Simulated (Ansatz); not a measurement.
System: LaF2, net charge 1, singlet state. 
Geometry from a B3LYP-D3(BJ)/def2-TZVP (Ansatz, a first-principles code) optimisation:
```
La
F 1 2.0689
F 1 2.0689 2 109.58
```
Charge +1, spin multiplicity 1.

Property: vertical triplet-singlet gap (E(triplet) - E(singlet); each state is the SCF solution reached for its spin; the UHF <S^2> is 2.11 for the triplet (pure: 2.00); for the triplet the Hartree-Fock reference is unstable and T1 is 0.033), in kcal/mol. Valence correlation only, unless marked. Open shells are spin-unrestricted. Spin-orbit coupling is left out. The frozen core is the preceding noble-gas configuration, with the filled d and f shells of earlier blocks. Past Kr the def2 sets carry scalar-relativistic core potentials.  The program attaches cautions to a run behind CCSD/def2-SVPD: other roots. The program attaches cautions to a run behind CCSD(T)/def2-SVPD: other roots.

| level | program | vertical triplet-singlet gap (kcal/mol) |
|---|---|---|
| HF/def2-QZVPPD | Ansatz | 145.3 |
| RI-HF/def2-TZVPPD | Ansatz | 144.8 |
| SVWN5/def2-TZVPD | Ansatz | 152.9 |
| PBE/def2-TZVPD | Ansatz | 147.2 |
| B3LYP/def2-TZVPD | Ansatz | 154.8 |
| PBE0/def2-TZVPD | Ansatz | 156.1 |
| BHLYP/def2-TZVPD | Ansatz | 164.3 |
| CAM-B3LYP/def2-TZVPD | Ansatz | 164.0 |
| wB97X-V/def2-TZVPD | Ansatz | 170.3 |
| B2PLYP/def2-TZVPD | Ansatz | 174.0 |
| RI-MP2/def2-TZVPPD | Ansatz | 194.1 |
| RI-MP2/def2-QZVPPD | Ansatz | 196.4 |
| CCSD/def2-SVPD | Ansatz | 182.1 |
| CCSD(T)/def2-SVPD | Ansatz | 181.4 |
